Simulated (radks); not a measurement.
The numbers below are computed, except where a source is named.
How relativity changes the ionisation of the tin ion Sn+ ([Kr] 4d10 5s2 5p1) to Sn2+ ([Kr] 4d10 5s2). Spin-unpolarised spherical Kohn-Sham, PBE, point nucleus unless stated (finite: rms radius 4.6519 fm), a radial shooting solver on a logarithmic mesh with Libxc functionals. A level marked "c x" has the speed of light scaled by that factor and shares open shells by 2j + 1; other Dirac levels either fill j = l - 1/2 first or share by 2j + 1.

\begin{tabular}{lrrrrr}
level & E(Sn+) (hartree) & E(Sn2+) (hartree) & IE (eV) & HOMO & <r> HOMO (bohr) \\ \hline
non-rel. & -6024.59758 & -6024.08485 & 13.952 & 5p & 2.927 \\
scalar-rel. & -6176.94970 & -6176.43693 & 13.953 & 5p & 2.904 \\
scalar-rel., finite nucleus & -6176.78852 & -6176.27575 & 13.953 & 5p & 2.904 \\
Dirac, 2j+1 shares & -6178.74853 & -6178.23511 & 13.971 & 5p3/2 & 2.939 \\
Dirac, low j first & -6178.76245 & -6178.23511 & 14.350 & 5p1/2 & 2.837 \\
Dirac, 2j+1 shares, finite nucleus & -6178.58688 & -6178.07345 & 13.971 & 5p3/2 & 2.939 \\
Dirac, c x 0.75 & -6314.74075 & -6314.22624 & 14.000 & 5p3/2 & 2.952 \\
Dirac, c x 5 & -6030.38298 & -6029.87024 & 13.953 & 5p3/2 & 2.928 \\
Dirac, c x 100 & -6024.61201 & -6024.09928 & 13.952 & 5p3/2 & 2.927 \\
\end{tabular}

NIST Atomic Spectra Database: 14.633 eV (measured). The relativistic part of the total energy of Sn+ is -154 hartree (Dirac, 2j+1 shares, finite nucleus), 2.6 % of the non-relativistic value. Spin polarisation and multiplet splitting of open shells are left out at every level.

Beside tabulated values, note that relativity, absent from the non-relativistic runs, is large for the heavy elements, and spin-unpolarised runs miss the spin-polarisation part of the exchange energy of open shells.
